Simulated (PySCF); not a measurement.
CH5ClFNSi2, SMILES F[Si@@H]1CN[Si@H]1Cl. Heavy atoms are numbered as in [F:1][Si@@H:2]1[CH2:3][NH:4][Si@H:5]1[Cl:6]. Hydrogens are named by the atom that carries them.

The structure is a stationary point at B3LYP-D3(BJ)/def2-SVP. The structure was generated by enumeration; whether it is a known compound was not checked.

Level of theory: PBE/def2-TZVP in PySCF.

ESP charges are fitted to the potential on shells at 1.4 to 2.0 van der Waals radii. Atomic charges (e), one atom of each kind:

```json
[
 {"atom": "F1", "Mulliken": "___", "IAO": "-0.51", "Löwdin": "0.00", "ESP fit": "-0.24"},
 {"atom": "Si2 (SiH)", "Mulliken": "___", "IAO": "0.91", "Löwdin": "0.16", "ESP fit": "0.46"},
 {"atom": "C3 (CH2)", "Mulliken": "-0.21", "IAO": "-0.44", "Löwdin": "-0.41", "ESP fit": "-0.27"},
 {"atom": "N4 (NH)", "Mulliken": "-0.35", "IAO": "-0.64", "Löwdin": "-0.07", "ESP fit": "-0.38"},
 {"atom": "Si5 (SiH)", "Mulliken": "___", "IAO": "0.69", "Löwdin": "-0.19", "ESP fit": "0.10"},
 {"atom": "Cl6", "Mulliken": "___", "IAO": "-0.33", "Löwdin": "0.18", "ESP fit": "-0.15"},
 {"atom": "H on Si2", "Mulliken": "-0.03", "IAO": "-0.12", "Löwdin": "-0.03", "ESP fit": "-0.07"},
 {"atom": "H on C3", "Mulliken": "0.11", "IAO": "0.14", "Löwdin": "0.12", "ESP fit": "0.11"},
 {"atom": "H on N4", "Mulliken": "0.20", "IAO": "0.26", "Löwdin": "0.16", "ESP fit": "0.31"},
 {"atom": "H on Si5", "Mulliken": "___", "IAO": "-0.11", "Löwdin": "-0.03", "ESP fit": "0.01"}
]
```

Task: Fill in the missing entries. (Estimate from the structure and the level; the computed values follow.)

Result: 
- F1, Mulliken: -0.29
- Si2 (SiH), Mulliken: 0.42
- Si5 (SiH), Mulliken: 0.29
- Cl6, Mulliken: -0.24
- H on Si5, Mulliken: -0.01

Task: Give the Mayer and Wiberg (Löwdin basis) orders of the bonds. (The exact figures need the calculation; the answer reports its results.)

Result: 
```csv
bond,Mayer,Wiberg
F1–Si2,1.11,1.71
Si2–C3,0.93,1.08
C3–N4,0.98,1.33
Si2–Si5,0.90,0.99
N4–Si5,1.22,1.45
Si5–Cl6,1.12,1.78
```
